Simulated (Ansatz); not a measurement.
The same ligand exchange along the group B, Al, Ga.

Calculated with Ansatz (gas phase, PBE0-D4/def2-TZVP geometries, no zero-point term in ΔE). CCSD(T)/CBS adds triple-zeta CCSD(T) − MP2 to the extrapolated MP2 energy (def2 sets, frozen cores). This one scheme is used for every species. Functionals use def2-TZVPP. For Br, Ga outer-core shells are correlated without core-valence functions, which leaves a few kJ/mol of doubt a bond. Scalar relativity is left out up to krypton. Each species was taken in one conformer, which may not be the lowest.

```
                                                                             reaction  CCSD(T)/CBS(def2) (kJ/mol)
                                      `CB[SiH3]` + `OB(O)Br` → `OB(Br)O[SiH3]` + `BC`                           ?
`[CH3][AlH][SiH3]` + `[OH][Al]([OH])[Br]` → `[OH][Al]([Br])[O][SiH3]` + `[CH3][AlH2]`                        -100
`[CH3][GaH][SiH3]` + `[OH][Ga]([OH])[Br]` → `[OH][Ga]([Br])[O][SiH3]` + `[CH3][GaH2]`                         -79
```

Question: Fill in the missing values. (An estimate is asked.)

Answer: The calculation gave: `CB[SiH3]` + `OB(O)Br` → `OB(Br)O[SiH3]` + `BC`: -109.4 kJ/mol.

Largest T1 diagnostic: 0.012, for `[CH3][GaH][SiH3]`.
